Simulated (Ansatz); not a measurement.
A basis-limit estimate, worked out

An elementary step of HfAlHCl4F2, singlet (HfAlHCl₄F₂ ([F][AlH]1[F][Hf]([Cl])([Cl])([Cl])[Cl]1) → HfAlHCl₄F₂ ([F][Al]12[H][Hf]([Cl])([Cl])([Cl])([F]1)[Cl]2); none broken or loosened, H–Hf formed or tightened). “Start” and “end” are the PBE0-D4/def2-TZVP structures reached by relaxing down either side of its saddle point, with the molecules still in contact.

Computed with Ansatz 0.2.0 (basis: def2-TZVPP and def2-QZVPP); correlated methods freeze the cores. Core potentials replace the inner electrons of the atoms past krypton.

Energies in eV:

| quantity | end | start |
| --- | --- | --- |
| Hartree–Fock, triple zeta (X = 3) | -63335.38069 | -63335.76653 |
| Hartree–Fock, quadruple zeta (X = 4) | -63337.25093 | -63337.65135 |
| MP2 correlation, X = 3 | -45.30339 | -45.06795 |
| MP2 correlation, X = 4 | -50.24509 | -50.01960 |
| CCSD(T) correlation, X = 3 | -48.65887 | -48.43963 |

Work out the step energy at the basis limit: extrapolate Hartree–Fock as E(X) = E∞ + A exp(−7.88 √X) and the MP2 correlation as E(X) = E∞ + B X^−2.97 (the exponents that Neese and Valeev fitted for def2-TZVPP and QZVPP), then add CCSD(T) − MP2 in triple zeta.

Each step is linear, so take the differences first (end − start): Hartree–Fock 0.38584 (X = 3) and 0.40042 (X = 4); MP2 correlation -0.23544 and -0.22549; CCSD(T) correlation -0.21924.
Two points give E∞ = E(4) + w [E(4) − E(3)], with w = 1/(exp(7.88 (2 − √3)) − 1) = 0.1377 for Hartree–Fock and w = 1/((4/3)^2.97 − 1) = 0.7407 for the correlation.
Hartree–Fock: 0.40042 + 0.1377 × 0.01458 = 0.4024 eV.
MP2 correlation: -0.22549 + 0.7407 × 0.00995 = -0.2181 eV.
CCSD(T) − MP2: -0.21924 − (-0.23544) = 0.0162 eV.
Sum: 0.4024 + (-0.2181) + 0.0162 = 0.2005 eV, or 4.62 kcal/mol. Plain CCSD(T) in triple zeta gives 0.1666 eV, so the larger basis shifts the result by 0.0339 eV.

The T1 diagnostic stays at or below 0.015.

Ligand swaps between two centres remove the fluorinated layer in thermal atomic layer etching, and scramble precursors in the gas phase.

Labels in which every atom is bracketed show which atoms are joined, not bond orders.

For scale, one of the runs: CCSD(T)/def2-TZVPP, 342 basis functions, launched by `ansatz run in.yaml --threads 4 --pin off --events-out ev --progress --plain --max-ram 63488MiB --backend cuda --devices 0, --max-vram 37GiB`. Time: 14 s of wall clock on 4 CPU threads of an AMD EPYC 7R13 and a share of one NVIDIA H100; the host was shared. Peak host memory: 0.88 GiB.
